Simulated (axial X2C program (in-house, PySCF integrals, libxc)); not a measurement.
# Which molecule has these constants?

Calculated with an in-house all-electron X2C program for linear molecules (integrals from PySCF), spin-free (one-electron X2C) or two-component (2c: spin–orbit coupling with atomic mean-field Coulomb and Gaunt terms, which also bring small scalar terms), in Dyall basis sets with cores contracted in-house; open shells are unrestricted.

A two-component PBE0 calculation in a Dyall 3-zeta basis gave Re = 2.697 Å, ωe = 171.7 cm⁻¹, Ω = 1.

**Question.** Which molecule is it?
A. SnBr⁻
B. SnF⁻
C. SnCl⁻

**Answer.** A. The others have SnF⁻ 2.031 Å and 459.6 cm⁻¹ (Ω = 1); SnCl⁻ 2.534 Å and 248.7 cm⁻¹ (Ω = 1).

Each entry is the lowest single determinant of a limited PBE0 search at one distance. De goes to single-determinant-based atoms at the same level (for ions the charge split of lowest energy) and is withheld (n/a) where an atom does not fit its ground term or J level. Main or longest-lived isotopes. One determinant is a doubtful description, or other states lie close, for SnBr⁻, SnF⁻, SnCl⁻; these need not be ground states, and all values refer to the states named. Some open-shell Ω = 0 determinants are out of reach, so the Ω given for SnBr⁻, SnF⁻, SnCl⁻ need not be the lowest component. With several unpaired electrons the Ω given is that of one determinant, not necessarily of the lowest component. The functionals have no current term, which raises determinants with orbital currents.
